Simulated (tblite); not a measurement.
Compound: C3H8GeO2S.
Atom-mapped SMILES: `[CH3:1][O:2][C:3](=[O:4])[GeH2:5][S:6][CH3:7]` (hydrogens: H8, H9, H10 on C1; H11, H12 on Ge5; H13, H14, H15 on C7)

Computed with GFN2-xTB (tblite), gas phase: L-BFGS steps from a force-field or distance-geometry start until the largest atomic force falls under 0.01 eV/Å.

Step 32: E = -648.1404 eV
```
atom  x, y, z in Å  |  force x, y, z in eV/Å
C1      3.1368    0.0959   -0.2681    0.006   0.013  -0.006
O2      1.9071   -0.4930    0.1599    0.024  -0.028   0.011
C3      0.7839    0.2043    0.0532    0.012  -0.015   0.017
O4      0.6823    1.3148   -0.3860   -0.009  -0.034  -0.019
Ge5    -0.6308   -1.0226    0.7849   -0.051   0.039   0.004
S6     -2.4717   -0.0051    1.4693    0.054  -0.012   0.040
C7     -3.0873    0.6577   -0.1223   -0.018   0.020  -0.035
H8      3.4323   -0.3361   -1.2249   -0.037  -0.016  -0.007
H9      3.8826   -0.1389    0.4888    0.018   0.029   0.001
H10     3.0117    1.1733   -0.3728    0.005   0.036   0.012
H11    -0.0478   -1.7986    1.9357   -0.013   0.000  -0.003
H12    -0.9576   -2.0259   -0.3042   -0.019  -0.041  -0.020
H13    -3.8487   -0.0121   -0.5087    0.004  -0.019  -0.020
H14    -2.2759    0.7654   -0.8356    0.032   0.022   0.014
H15    -3.5213    1.6292    0.0863   -0.009   0.006   0.012
```

Step 33: E = -648.1410 eV
```
atom  x, y, z in Å  |  force x, y, z in eV/Å
C1      3.1351    0.0963   -0.2674    0.023   0.019  -0.006
O2      1.9073   -0.4929    0.1663    0.043  -0.015  -0.014
C3      0.7836    0.2025    0.0531    0.021  -0.010   0.023
O4      0.6822    1.3115   -0.3901   -0.012  -0.033  -0.026
Ge5    -0.6303   -1.0221    0.7851   -0.067  -0.003   0.014
S6     -2.4718   -0.0064    1.4695    0.042   0.009   0.039
C7     -3.0866    0.6588   -0.1225   -0.001   0.013  -0.023
H8      3.4301   -0.3355   -1.2246   -0.055  -0.017  -0.004
H9      3.8851   -0.1363    0.4857    0.014   0.025   0.015
H10     3.0092    1.1738   -0.3725    0.002   0.028   0.012
H11    -0.0451   -1.8019    1.9343   -0.023   0.014  -0.016
H12    -0.9633   -2.0265   -0.3027   -0.008  -0.030  -0.015
H13    -3.8444   -0.0139   -0.5105    0.003  -0.011  -0.027
H14    -2.2732    0.7707   -0.8323    0.038   0.011   0.000
H15    -3.5224    1.6300    0.0841   -0.020   0.000   0.029
```

Step 34: E = -648.1418 eV
```
atom  x, y, z in Å  |  force x, y, z in eV/Å
C1      3.1344    0.0974   -0.2669    0.034   0.024  -0.003
O2      1.9093   -0.4936    0.1725    0.050   0.004  -0.031
C3      0.7846    0.1994    0.0538    0.025  -0.009   0.022
O4      0.6826    1.3067   -0.3936   -0.013  -0.035  -0.028
Ge5    -0.6307   -1.0222    0.7855   -0.060  -0.048   0.012
S6     -2.4707   -0.0071    1.4696    0.011   0.040   0.026
C7     -3.0868    0.6607   -0.1234    0.021   0.000   0.000
H8      3.4275   -0.3346   -1.2248   -0.065  -0.014  -0.002
H9      3.8889   -0.1323    0.4825    0.009   0.021   0.023
H10     3.0063    1.1751   -0.3719    0.001   0.015   0.009
H11    -0.0436   -1.8053    1.9330   -0.032   0.026  -0.025
H12    -0.9692   -2.0290   -0.3006    0.002  -0.014  -0.008
H13    -3.8411   -0.0155   -0.5126    0.009   0.004  -0.029
H14    -2.2713    0.7772   -0.8300    0.036   0.000  -0.008
H15    -3.5245    1.6312    0.0825   -0.027  -0.013   0.042
```

Q: Estimate the geometry and energy of step 35. (The exact step hangs on the optimiser's Hessian estimate; all steps are aligned on step 34, rigid shifts and turns removed.)

A: E = -648.1427 eV, largest force 0.089 eV/Å
```
atom  x, y, z in Å  |  force x, y, z in eV/Å
C1      3.1343    0.0993   -0.2663    0.037   0.025   0.001
O2      1.9126   -0.4946    0.1794    0.043   0.025  -0.036
C3      0.7863    0.1951    0.0552    0.018  -0.011   0.013
O4      0.6828    1.2999   -0.3983   -0.012  -0.041  -0.025
Ge5    -0.6323   -1.0232    0.7859   -0.033  -0.083  -0.001
S6     -2.4691   -0.0070    1.4700   -0.028   0.076   0.005
C7     -3.0868    0.6630   -0.1245    0.043  -0.014   0.027
H8      3.4233   -0.3337   -1.2252   -0.063  -0.006  -0.001
H9      3.8939   -0.1269    0.4790    0.004   0.014   0.027
H10     3.0029    1.1770   -0.3710    0.002   0.000   0.003
H11    -0.0426   -1.8089    1.9312   -0.041   0.031  -0.025
H12    -0.9763   -2.0324   -0.2983    0.011   0.003   0.000
H13    -3.8371   -0.0172   -0.5157    0.023   0.023  -0.027
H14    -2.2686    0.7851   -0.8274    0.026  -0.010  -0.010
H15    -3.5276    1.6324    0.0815   -0.031  -0.033   0.050
```

The energy changes by -0.0009 eV. The first-order estimate −F·Δx gives -0.0012 eV and the mean of the old and new forces, exact on a quadratic surface, -0.0009 eV. The step makes an angle of 72° with the force vector and moves no atom by more than 0.009 Å.

The cost below is that of the whole relaxation. On one thread of an Arm Neoverse N1, no GPU, on a shared host, this took 1.6 s.
